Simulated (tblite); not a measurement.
Species: C7H8SSi.
SMILES with atom numbers: `[CH:1]#[C:2][C:3]#[C:4][C@H:5]1[CH2:6][SiH2:7][CH2:8][S:9]1` (hydrogens: H10 on C1; H11 on C5; H12, H13 on C6; H14, H15 on Si7; H16, H17 on C8)

The geometry is computed with GFN2-xTB (gas phase).

(1) What internal coordinates does the optimisation give?

## Answers

(1) 
```json
{"bond": "C1≡C2", "length (Å)": "1.205"}
{"bond": "C2–C3", "length (Å)": "1.358"}
{"bond": "C3≡C4", "length (Å)": "1.208"}
{"bond": "C4–C5", "length (Å)": "1.436"}
{"bond": "C5–C6", "length (Å)": "1.529"}
{"bond": "C6–Si7", "length (Å)": "1.909"}
{"bond": "Si7–C8", "length (Å)": "1.912"}
{"bond": "C8–S9", "length (Å)": "1.822"}
{"bond": "C5–S9", "length (Å)": "1.851"}
{"bond": "C1–H10", "length (Å)": "1.048"}
{"bond": "C5–H11", "length (Å)": "1.094"}
{"bond": "C6–H12", "length (Å)": "1.091"}
{"bond": "C6–H13", "length (Å)": "1.090"}
{"bond": "Si7–H14", "length (Å)": "1.463"}
{"bond": "Si7–H15", "length (Å)": "1.462"}
{"bond": "C8–H16", "length (Å)": "1.087"}
{"bond": "C8–H17", "length (Å)": "1.089"}
```

A selection of angles:
```json
{"angle": "C2–C1–H10", "degrees": "179.7"}
{"angle": "C1–C2–C3", "degrees": "179.6"}
{"angle": "C2–C3–C4", "degrees": "177.9"}
{"angle": "C3–C4–C5", "degrees": "175.6"}
{"angle": "C4–C5–C6", "degrees": "111.7"}
{"angle": "C4–C5–S9", "degrees": "108.9"}
{"angle": "C4–C5–H11", "degrees": "110.3"}
{"angle": "C6–C5–S9", "degrees": "108.1"}
{"angle": "C6–C5–H11", "degrees": "112.6"}
{"angle": "S9–C5–H11", "degrees": "105.1"}
{"angle": "C5–C6–Si7", "degrees": "107.0"}
{"angle": "C5–C6–H12", "degrees": "108.7"}
{"angle": "C5–C6–H13", "degrees": "109.6"}
{"angle": "Si7–C6–H12", "degrees": "110.6"}
{"angle": "Si7–C6–H13", "degrees": "113.6"}
{"angle": "H12–C6–H13", "degrees": "107.4"}
{"angle": "C6–Si7–C8", "degrees": "98.2"}
{"angle": "C6–Si7–H14", "degrees": "112.3"}
{"angle": "C6–Si7–H15", "degrees": "110.9"}
{"angle": "C8–Si7–H14", "degrees": "109.9"}
{"angle": "C8–Si7–H15", "degrees": "111.1"}
{"angle": "H14–Si7–H15", "degrees": "113.4"}
{"angle": "Si7–C8–S9", "degrees": "106.9"}
{"angle": "Si7–C8–H16", "degrees": "113.9"}
{"angle": "Si7–C8–H17", "degrees": "113.1"}
{"angle": "S9–C8–H16", "degrees": "106.2"}
{"angle": "S9–C8–H17", "degrees": "108.0"}
{"angle": "H16–C8–H17", "degrees": "108.3"}
{"angle": "C5–S9–C8", "degrees": "96.1"}
```

Torsions: C4–C5–C6–Si7 74° (synclinal); C5–C6–Si7–C8 21° (synperiplanar); C6–Si7–C8–S9 11° (synperiplanar); Si7–C8–S9–C5 -33° (synclinal); C4–C5–S9–C8 -72° (synclinal).

Si7 (SiH2 silicon) is distorted tetrahedral (angles from 98.2° to 113.4°). Of the pairs four or more bonds apart, C3···Si7 is among the closest relative to their van der Waals radii: 3.99 Å, 105 % of the sum of Bondi's values. The 5-membered ring C5–C6–Si7–C8–S9 has internal angles of 96.1° to 108.1° (sum 516°, against 540° for a flat polygon); it is puckered, 0.24 Å rms from its mean plane, widest ring torsion 50°. The C–C distances run from 1.205 Å (C1≡C2, drawn triple) to 1.529 Å (C5–C6, drawn single), a spread of 0.324 Å. The 2 C–S bonds span 1.822 Å (C8–S9, drawn single) to 1.851 Å (C5–S9, drawn single), a spread of 0.029 Å.

Point group: C1 (no symmetry element, even within 0.4 Å). Its GFN2-xTB frequencies are all real (lowest 46 cm⁻¹). One conformer, not necessarily the lowest.

The run took 1.4 s on Intel Xeon Platinum 8488C, one thread, no GPU, shared host with 96 logical CPUs at a one-minute load of 34. These figures are those of the optimisation.
